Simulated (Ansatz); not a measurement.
Basis-set extrapolation for `C#C[SiH](F)Cl` (PBE0-D4/def2-TZVP geometry, frozen core, Ansatz). Multiplicity 1, RHF reference.

```csv
,def2-TZVPP,def2-QZVPP
HF,-924.945283,-924.975233
MP2 correlation,-0.847652,-0.920657
CCSD(T) correlation,-0.915326,not run
```

Energies in hartree. Use E(X) = E(∞) + A·exp(−7.88·√X) for Hartree–Fock and E(X) = E(∞) + B·X^(−2.97) for correlation, with X = 3 and 4, and add CCSD(T) minus MP2 of the smaller set to the MP2 limit.

**Question.** What is the CCSD(T) energy at the basis-set limit?

**Answer.** HF limit: -924.975233 + (-0.029950) × 0.13774 = -924.97936. MP2 limit: -0.920657 + (-0.073005) × 0.74074 = -0.97473. Higher-order term: -0.915326 − (-0.847652) = -0.06767. Total: -926.02176 hartree, 423.1 kJ/mol below CCSD(T)/def2-TZVPP.
